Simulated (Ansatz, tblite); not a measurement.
Cost and result up the ladder for In8P7F3 (18 atoms). Charge 0, multiplicity 1. Geometry: PBE-D4/def2-SVP.

```tsv
atom	x (Å)	y (Å)	z (Å)
P1	-2.202	0.676	1.010
P2	0.889	2.430	0.304
P3	-1.011	0.620	-2.497
P4	-0.492	0.870	-0.402
P5	-0.102	-3.359	-0.846
P6	2.993	-0.138	-2.299
P7	2.473	-0.857	2.328
In8	-3.559	1.801	-1.668
In9	-1.569	3.858	0.989
In10	-1.811	-1.776	0.212
In11	1.385	2.220	-2.606
In12	0.769	-1.308	-2.087
In13	0.163	0.395	2.462
In14	1.205	-2.879	1.365
In15	2.603	0.331	0.114
F16	-2.390	3.604	-1.047
F17	-0.715	-1.957	2.195
F18	1.369	-4.533	2.473
```

Ansatz on 2 threads of AMD EPYC 7R13 on a shared host and a share (18 GiB) of an NVIDIA H100 80GB HBM3; xTB runs through tblite on one thread. Times are rough, summed over both states, and most runs start from the orbitals of an earlier one. No level here is sound enough to serve as a yardstick. The other state is a triplet.

In the def2 sets In takes a core potential; there is no spin–orbit coupling. The xTB rows come from tblite. Single mean-field runs in def2-TZVP are fitted with def2-universal-jkfit.

xTB has no spin-polarisation term.

```json
{"level": "GFN1-xTB", "functions": "147", "wall time": "0.33 s", "vertical triplet (eV)": "0.47", "remarks": "–"}
{"level": "GFN2-xTB", "functions": "147", "wall time": "0.42 s", "vertical triplet (eV)": "0.44", "remarks": "–"}
{"level": "PBE-D4/def2-TZVP", "functions": "752", "wall time": "24 s", "vertical triplet (eV)": "0.65", "remarks": "restricted SCF unstable in HF (singlet)"}
{"level": "PBE0-D4/def2-TZVP", "functions": "752", "wall time": "37 s", "vertical triplet (eV)": "0.51", "remarks": "restricted SCF unstable in HF (singlet)"}
```
